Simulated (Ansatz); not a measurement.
F2Ga2H3N, SMILES `[F][Ga]([F])[NH][GaH2]`. Total charge 0; spin multiplicity 1.

Cartesian coordinates in Å:
```
F 2.122 -1.862 1.425
Ga 1.345 -0.496 0.672
F 2.348 0.922 0.564
N -0.346 -0.533 0.055
Ga -1.314 0.805 -0.766
H -0.810 -1.422 0.185
H -2.769 0.424 -1.181
H -0.575 2.161 -0.954
```

Task: What are the harmonic wavenumbers in cm⁻¹ at PBE0-D4/def2-TZVP (Ansatz, finite differences of forces, unscaled)? (Estimate.)

Result: Ansatz gave: 61, 73, 155, 162, 201, 218, 431, 566, 601, 620, 690, 713, 722, 850, 1119, 2006, 2028, 3603.

Task: Is this a minimum?

Result: Yes, all 18 modes are real.

Task: Give the ideal-gas thermochemistry at 298.15 K and 1 bar (rigid rotor, harmonic oscillator; point group Cs, symmetry number 1).

Result: Zero-point energy 88.6 kJ/mol; H(298) − E = 112.0 kJ/mol; entropy 383.6 J/(mol·K), of which translation 174.6, rotation 120.8, vibration 88.2; G(298) − E = -2.3 kJ/mol. Modes under 100 cm⁻¹ are hindered rotations or soft bends, so the harmonic entropy is rough.

Task: And at 400, 500, 600, 800 and 1000 K?

Result: 
| T (K) | H − E (kJ/mol) | S (J/mol/K) | G − E (kJ/mol) |
| --- | --- | --- | --- |
| 400 | 124.4 | 419.2 | -43.3 |
| 500 | 137.7 | 448.8 | -86.7 |
| 600 | 151.9 | 474.6 | -132.9 |
| 800 | 181.9 | 517.7 | -232.3 |
| 1000 | 213.5 | 553.0 | -339.5 |

Task: Rotational constants (cm⁻¹)?

Result: 0.1938, 0.02815, 0.02458.
